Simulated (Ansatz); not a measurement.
`Cl[CH]1[SiH2][GeH2]1`. Charge 0, multiplicity 1. Correlated methods include outer-core shells of Ge, which these sets cover unevenly. Scalar relativity is left out up to krypton.

```xyz
9

Cl    0.793   -1.085    2.052
C    -0.208   -0.671    0.661
Si   -0.552    1.137    0.228
Ge    0.613   -0.312   -1.142
H    -1.065   -1.338    0.600
H    -1.963    1.544    0.024
H     0.245    2.119    0.995
H    -0.001   -1.123   -2.284
H     2.139   -0.271   -1.133
```

(1) Give the diagnostics of a CCSD(T)/def2-TZVPP run (frozen core, Ansatz 0.2.0). (Best estimate.)

## Answers

(1) The calculation gave: T1 = 0.0121, largest single amplitude 0.015, largest double 0.037, (T) share of the correlation energy 4.2 %, 9 CCSD cycles. The RHF solution is stable towards an unrestricted one. T1 lies under the customary mark of 0.02 for closed shells.
